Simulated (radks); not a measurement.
Values are calculated unless marked as measured or tabulated.
How relativity changes the ionisation of neutral iridium ([Xe] 4f14 5d7 6s2) to Ir+ ([Xe] 4f14 5d7 6s1). Spin-unpolarised spherical Kohn-Sham, PBE, point nucleus unless stated (finite: rms radius 5.4032 fm), a radial shooting solver on a logarithmic mesh with Libxc functionals. A level marked "c x" has the speed of light scaled by that factor and shares open shells by 2j + 1; other Dirac levels either fill j = l - 1/2 first or share by 2j + 1.

| level | E(Ir) (hartree) | E(Ir+) (hartree) | IE (eV) | HOMO | <r> HOMO (bohr) |
|---|---|---|---|---|---|
| non-rel. | -16809.7671 | -16809.4639 | 8.250 | 6s | 3.280 |
| scalar-rel. | -17827.5499 | -17827.1868 | 9.880 | 6s | 2.899 |
| scalar-rel., finite nucleus | -17824.1026 | -17823.7397 | 9.875 | 6s | 2.900 |
| Dirac, 2j+1 shares | -17858.0279 | -17857.6645 | 9.889 | 6s1/2 | 2.900 |
| Dirac, low j first | -17858.0817 | -17857.7201 | 9.838 | 6s1/2 | 2.907 |
| Dirac, 2j+1 shares, finite nucleus | -17854.5442 | -17854.1810 | 9.884 | 6s1/2 | 2.901 |
| Dirac, c x 0.75 | -19033.5657 | -19033.1147 | 12.273 | 5d5/2 | 1.856 |
| Dirac, c x 1.25 | -17437.7861 | -17437.4489 | 9.178 | 6s1/2 | 3.045 |
| Dirac, c x 2 | -17039.8897 | -17039.5747 | 8.572 | 6s1/2 | 3.191 |

NIST Atomic Spectra Database: 8.967 eV (measured). The relativistic part of the total energy of Ir is -1045 hartree (Dirac, 2j+1 shares, finite nucleus), 6.2 % of the non-relativistic value. Spin polarisation and multiplet splitting of open shells are left out at every level.

Beside tabulated values, note that relativity, absent from the non-relativistic runs, is large for the heavy elements, and spin-unpolarised runs miss the spin-polarisation part of the exchange energy of open shells.
